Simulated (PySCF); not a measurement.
**Carbon: a sound run and one with changed settings**

Sound run: C⁺ [He] 2s2 2p1, C²⁺ [He] 2s2. Calculation: PySCF 2.14, in x2c-TZVPall (5s3p2d1f, 31 functions); the spin-free X2C one-electron Hamiltonian (Gaussian nucleus). In the sound run the correlated levels freeze 1s2. The sound run starts from symmetry-adapted Hartree-Fock orbitals and uses a fine grid where one is needed.

Changed run: basis STO-3G, all-electron and non-relativistic. This setting is unsound on purpose.

| species | method | sound run (hartree) | changed run (hartree) | converged |
| --- | --- | --- | --- | --- |
| C⁺ | UHF | -37.31066 | -36.87037 | yes |
| C⁺ | BP86 | -37.43664 | -36.98547 | yes |
| C⁺ | MN15 | -37.41542 | -36.76974 | yes |
| C⁺ | MP2 | -37.36059 | -36.89090 | yes |
| C⁺ | CCSD(T) | -37.38567 | -36.91145 | yes |
| C²⁺ | UHF | -36.42257 | -35.97831 | yes |
| C²⁺ | BP86 | -36.52126 | -36.06368 | yes |
| C²⁺ | MN15 | -36.51809 | -35.86918 | yes |
| C²⁺ | MP2 | -36.46506 | -36.01050 | yes |
| C²⁺ | CCSD(T) | -36.49519 | -36.04086 | yes |

Ionisation energy of C⁺:

| method | sound run (eV) | changed run (eV) |
| --- | --- | --- |
| UHF | 24.166 | 24.274 |
| BP86 | 24.909 | 25.083 |
| MN15 | 24.418 | 24.505 |
| MP2 | 24.369 | 23.957 |
| SCS-MP2 | 24.331 | 23.893 |
| CCSD | 24.200 | 23.690 |
| CCSD(T) | 24.231 | 23.690 |

A minimal basis cannot let orbitals breathe on ionisation and holds almost no correlation. The Hamiltonian changed with the basis, so the totals do not compare.

For comparison, NIST gives 24.383 eV between the lowest levels.
